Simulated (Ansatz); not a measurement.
Consider the substitution at a C–O bond: `COB(Br)OC` + `OC(F)[SeH]` → `COC(F)[SeH]` + `COB(O)Br`.

Gas-phase electronic energies from Ansatz, PBE0-D4/def2-TZVP geometries. CBS: MP2 limit from def2 TZ/QZ plus the TZ coupled-cluster correction, frozen cores. DFT in def2-TZVPP. B3LYP here is the variant with VWN-RPA as its local correlation; programs differ in this. For Br, Se outer-core shells are correlated without core-valence functions, which leaves a few kJ/mol of doubt a bond. Scalar relativity is left out up to krypton. One conformer a species, not always the lowest.

```csv
level,ΔE (kJ/mol),difference from CCSD(T)/CBS
PBE-D4,-0.1,1.5
r2SCAN-D4,-1.1,0.5
PBE0-D4,-0.6,1.0
B3LYP-D4,-0.1,1.5
ωB97X-V,-1.7,-0.1
ωB97M-V,-1.9,-0.3
B2PLYP,-1.4,0.2
PBE,-0.4,1.2
r2SCAN,-1.3,0.3
PBE0,-0.9,0.7
B3LYP,-0.5,1.1
HF/def2-TZVPP,-1.6,0.0
MP2/def2-TZVPP,-2.8,-1.2
SCS-MP2/def2-TZVPP,-2.5,-0.9
CCSD/def2-TZVPP,-1.9,-0.3
CCSD(T)/def2-TZVPP,-1.9,-0.3
HF/def2-QZVPP,-1.7,-0.1
MP2/def2-QZVPP,-2.8,-1.2
SCS-MP2/def2-QZVPP,-2.4,-0.8
HF/CBS(def2),-1.7,-0.1
MP2/CBS(def2),-2.6,-1.0
CCSD/CBS(def2),-1.7,-0.1
CCSD(T)/CBS,-1.6,0
```

Largest T1 diagnostic among the species: 0.011.
